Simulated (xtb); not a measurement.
Si(H)2(OH)(PH2) (H5OPSi), SMILES O[SiH2]P. All values are semi-empirical tight-binding results from xtb (GFN2-xTB unless named), good for trends rather than for accurate numbers. Geometry optimised at GFN2-xTB. One conformer was computed; it need not be the lowest.

```json
{
  "orbital_gap": "4.78 eV",
  "zero_point_energy": "29.3 kcal/mol",
  "G − E(el) at 298.15 K (modified RRHO)": "11.1 kcal/mol",
  "static polarisability (D4 model)": "62.2 bohr³",
  "solvation energy, GFN2-xTB/ALPB(water)": "-4.0 kcal/mol",
  "solvation energy, GFN2-xTB/ALPB(benzene)": "-3.3 kcal/mol"
}
```
